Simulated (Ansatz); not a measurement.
Be4Se3⁺. Charge 1, multiplicity 2. Geometry B3LYP-D4/def2-SVP, basis def2-TZVP, Ansatz.

```xyz
7

Be    2.425    0.955    2.476
Be   -1.340    1.541   -2.937
Be   -1.262   -0.341   -0.896
Be    0.365   -0.586    1.414
Se   -0.951   -0.423   -2.921
Se   -1.592   -0.225    1.090
Se    2.356   -0.920    1.774
```

```tsv
run	HOMO (eV)	LUMO (eV)
A	-9.73	-8.65
B	-9.66	-9.11
C	-9.36	-9.34
D	-9.19	-9.17
E	-9.55	-9.01
F	-10.92	-7.01
```

HOMO above LUMO, or a gap near zero within one spin, warns that the state may not be the lowest or that an electron is smeared out. Another isomer (doublet) lies 3.34 eV lower at PBE0-D4/def2-TZVP; other spin states weren't run for this one.

HOMO and LUMO are taken over both spins.

**Question.** The runs used BHLYP, HF, PBE, PBE0, r2SCAN, r2SCAN0. Estimate which is which.

**Answer.** A BHLYP (50 % exact exchange); B r2SCAN0 (25 % exact exchange); C r2SCAN (0 % exact exchange); D PBE (0 % exact exchange); E PBE0 (25 % exact exchange); F HF (100 % exact exchange). Exact exchange lowers occupied and raises empty levels; among semilocal functionals meta-GGAs tend to open the gap a little, and such runs are hard to tell apart. The gap grows from 0.02 eV (PBE) to 3.91 eV (HF). At r2SCAN-D4/def2-TZVP, PBE-D4/def2-TZVP the gap within one spin of the charge 1 doublet nearly closes, so an electron or hole may be smeared out by delocalisation error.
